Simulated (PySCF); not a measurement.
A side-by-side comparison of computed properties.

First species: C7H8P2.
SMILES: `C=Cc1cpc(C)cp1`

Second species: C₈H₁₀N₂Si.
Geometry (GFN2-xTB, Å), atoms numbered from 1 in this order:
```
atom  x, y, z in Å
C1    -3.4337   -0.2522   -0.2388
N2    -2.2294    0.3173    0.2876
N3    -2.2772    1.3096    1.1867
C4    -1.0464    1.6409    1.4847
C5    -0.1227    0.8439    0.7611
C6     1.2651    0.7436    0.6661
C7     1.8185   -0.1928   -0.1846
Si8    3.6887   -0.3790   -0.3267
C9     0.9694   -1.0297   -0.9383
C10   -0.4005   -0.9607   -0.8738
C11   -0.9475   -0.0115   -0.0123
H12   -3.5155   -0.0626   -1.3122
H13   -4.2709    0.2159    0.2745
H14   -3.4568   -1.3305   -0.0655
H15   -0.8476    2.4210    2.1921
H16    1.8943    1.3967    1.2535
H17    4.0279   -0.7705   -1.6975
H18    4.3231    0.8989    0.0030
H19    4.1546   -1.4145    0.6024
H20    1.4248   -1.7551   -1.5978
H21   -1.0272   -1.6118   -1.4648
```

Levels: PBE0/pcSseg-1 for dipole moment, HOMO energy, LUMO energy and HOMO–LUMO gap; GFN2-xTB for rotational constant A and rotational constant C. Geometries: GFN2-xTB. Each species is one conformer at its optimised geometry, gas phase, non-relativistic unless stated. Electronic properties by PySCF.

The conformers computed, where there is a choice (atom-mapped SMILES and torsion angles):
- `[CH2:1]=[CH:2][c:3]1[cH:4][p:5][c:6]([CH3:7])[cH:8][p:9]1`: C1–C2–C3–C4 -6°

(1) Which has the higher HOMO energy?

(2) Which has the higher HOMO–LUMO gap?

(3) Which of the two has the higher rotational constant C, and by how much?

(4) Which has the higher LUMO energy?

(5) Which has the higher dipole moment?

(6) Which of the two has the higher rotational constant A, and by how much?

Answers

(1) The second: -6.46 eV against -6.68 eV, a difference of 0.22 eV.

(2) The second: 5.49 eV against 4.36 eV, a difference of 1.13 eV.

(3) The first: 0.625 GHz against 0.471 GHz, a difference of 0.154 GHz.

(4) The second: -0.97 eV against -2.32 eV, a difference of 1.35 eV.

(5) The second: 1.82 D against 0.45 D, a difference of 1.37 D.

(6) The second: 2.709 GHz against 2.327 GHz, a difference of 0.382 GHz.

On the first: In atomic units the dipole is 0.18 e·bohr (1 au = 2.5417 D). GFN2-xTB frequencies show an imaginary mode (26i cm⁻¹), so this geometry is no minimum at that level.

On the second: In atomic units the dipole is 0.72 e·bohr (1 au = 2.5417 D).
